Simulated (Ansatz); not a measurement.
C3H7, charge -1, singlet, geometry from GFN2-xTB (a gas-phase anion, which may not be bound at this level); CCSD(T)/def2-SV(P) in Ansatz (a program for electronic structure).

Input for Ansatz:
Ansatz 0.2 input:
```yaml
crystal:
  periodic: [false, false, false]
  atoms:
    - {symbol: C, position_ang: [-0.10780469, 0.00054251, 0.68004084]}
    - {symbol: C, position_ang: [-0.02190610, 1.23344102, -0.21846953]}
    - {symbol: C, position_ang: [-0.00646224, -1.23439269, -0.21405251]}
    - {symbol: H, position_ang: [0.84309050, 0.00760359, 1.30038358]}
    - {symbol: H, position_ang: [0.01296381, 2.15358899, 0.38110298]}
    - {symbol: H, position_ang: [0.03990771, -2.15188010, 0.38880905]}
    - {symbol: H, position_ang: [0.85762803, 1.28590022, -0.92185351]}
    - {symbol: H, position_ang: [-0.91331302, 1.30302432, -0.86049058]}
    - {symbol: H, position_ang: [-0.89691409, -1.31742471, -0.85580041]}
    - {symbol: H, position_ang: [0.87367531, -1.27835733, -0.91726391]}
basis:
  gaussian:
    orbitals: def2-SV_P_.json
total_charge: -1
magnetization: {spin_polarized: false}
correlation: {method: ccsd_t, diis_vectors: 2}
```
The basis file holds def2-SV(P) in the JSON format of the Basis Set Exchange.

What does Ansatz print? Leave out banner, timings and long lists.


```
Functional definition: HF
664 factors; integrals over basis functions are off by at most 6.8e-4 eV
mean field evaluation 1: about -3194.3437 eV, gradient 2.1e1 eV
mean field evaluation 2: about -3194.3434 eV, gradient 2.1e1 eV
mean field evaluation 4: about -3195.9665 eV, gradient 3.1e0 eV
mean field evaluation 8: about -3195.9963 eV, gradient 5.2e-4 eV
mean field evaluation 16: about -3195.9978 eV, gradient 1.5e-1 eV
mean field -3195.99633178 eV, -117.4506988690 hartree, gradient 1.8e-6 eV, S^2 0.000000; 0 other end points of the search recorded, 0 dependent functions left out
3 core orbitals not correlated
reference -3195.99633178 eV, -117.4506988690 hartree; 10, 10 occupied and 43, 43 virtual orbitals, 664 factors
second order -10.74275055 eV of doubles, -0.00000000 eV of singles
cycle   1  -11.46031128 eV  change   -7.2e-1 eV  update   7.9e-2
cycle   2  -11.83771687 eV  change   -3.8e-1 eV  update   2.4e-2
cycle   3  -11.89246658 eV  change   -5.5e-2 eV  update   1.0e-2
cycle   4  -11.89862253 eV  change   -6.2e-3 eV  update   3.9e-3
cycle   5  -11.90160723 eV  change   -3.0e-3 eV  update   2.6e-3
cycle   6  -11.89812922 eV  change    3.5e-3 eV  update   1.2e-3
cycle   7  -11.89617612 eV  change    2.0e-3 eV  update   6.5e-4
cycle   8  -11.89580175 eV  change    3.7e-4 eV  update   2.3e-4
cycle   9  -11.89537333 eV  change    4.3e-4 eV  update   1.3e-4
cycle  10  -11.89532414 eV  change    4.9e-5 eV  update   6.5e-5
cycle  11  -11.89535270 eV  change   -2.9e-5 eV  update   3.0e-5
cycle  12  -11.89537488 eV  change   -2.2e-5 eV  update   1.1e-5
perturbative correction -0.34195756 eV, -0.0125667087 hartree
Total energy: -3208.23366423 eV, -117.9004125416 hartree
```
